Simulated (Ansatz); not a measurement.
`[CH3][Ge]([CH3])([F])[Cl]` + H₂ → `[CH3][GeH]([F])[Cl]` + CH₄  (hydrogenolysis of a Ge–C bond)

Computed with Ansatz on PBE0-D4/def2-TZVP structures; ΔE is electronic, products minus reactants. CCSD(T)/CBS adds triple-zeta CCSD(T) − MP2 to the extrapolated MP2 energy (def2 sets, frozen cores). This one scheme is used for every species. DFT in def2-TZVPP. For Ge outer-core shells are correlated without core-valence functions, which leaves a few kJ/mol of doubt a bond. Scalar relativity is left out up to krypton.

`[CH3][Ge]([CH3])([F])[Cl]`:

Z-matrix (Å, degrees):
```
C
Ge 1 1.930
H 1 1.091 2 109.8
H 1 1.091 2 110.1 3 120.5
H 1 1.090 2 109.2 3 -119.8
C 2 1.930 1 119.4 3 -57.9
F 2 1.740 1 106.8 3 63.3
Cl 2 2.153 1 108.9 3 176.2
H 6 1.090 2 109.2 1 177.6
H 6 1.091 2 110.1 1 -62.7
H 6 1.091 2 109.8 1 57.8
```

H₂:

Cartesian coordinates in Å:
```
H -0.029 0.205 0.310
H 0.029 -0.205 -0.310
```

`[CH3][GeH]([F])[Cl]`:

```xyz
8

C    -0.009   -0.262    1.046
Ge    0.019    0.355   -0.779
F    -1.613    0.332   -1.367
Cl    1.094   -1.038   -2.003
H     1.006   -0.307    1.439
H    -0.605    0.419    1.655
H    -0.452   -1.258    1.077
H     0.560    1.759   -1.068
```

CH₄:

Z-matrix (Å, degrees):
```
C
H 1 1.090
H 1 1.090 2 109.5
H 1 1.090 2 109.5 3 -120.0
H 1 1.090 2 109.5 3 120.0
```

```
             level  ΔE (kJ/mol)  difference from CCSD(T)/CBS
           PBE0-D4        -22.3                         -4.2
           ωB97X-V        -22.7                         -4.6
            B2PLYP        -26.3                         -8.2
               PBE        -26.0                         -7.9
              PBE0        -27.6                         -9.5
    MP2/def2-TZVPP        -13.0                          5.1
SCS-MP2/def2-TZVPP        -19.6                         -1.5
CCSD(T)/def2-TZVPP        -18.8                         -0.7
    MP2/def2-QZVPP        -12.9                          5.2
     MP2/CBS(def2)        -12.4                          5.7
       CCSD(T)/CBS        -18.1                            0
```

Largest T1 diagnostic among the species: 0.011.

In def2-TZVPP, CCSD(T) changes the Hartree–Fock value by +24.4 kJ/mol (the triples alone add +4.2 kJ/mol) and MP2 by +30.2 kJ/mol. The D4 term adds +9.5 kJ/mol with B3LYP and +5.3 kJ/mol with PBE0; it sums over pairs of atoms, weighted by their polarisabilities, and B3LYP, whose exchange is more repulsive, gets the larger term.

B3LYP here is the variant with VWN-RPA as its local correlation; programs differ in this.
